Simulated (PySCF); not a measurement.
**Correlation energy of Li⁻ (lithium, charge -1)**

[He] 2s2, closed-shell 1S. All numbers are calculated (PySCF 2.14, scalar relativity by spin-free X2C-1e, in aug-cc-pCVQZ-DK). Frozen: nothing; 4 electrons correlated.

MP2 pair energies summed by pair of shells (mhartree):

| pair | energy | share (%) |
| --- | --- | --- |
| 1s-1s | -37.62 | 65.2 |
| 2s-2s | -17.99 | 31.2 |
| 1s-2s | -2.06 | 3.6 |

Total MP2 correlation energy: -57.67 mhartree.

Same-spin part -0.60 and opposite-spin part -57.07 mhartree; SCS-MP2 scales them by 1/3 and 6/5 to -68.69 mhartree.

MP2 falls well short for the outer s pair, which is nearly degenerate with np².
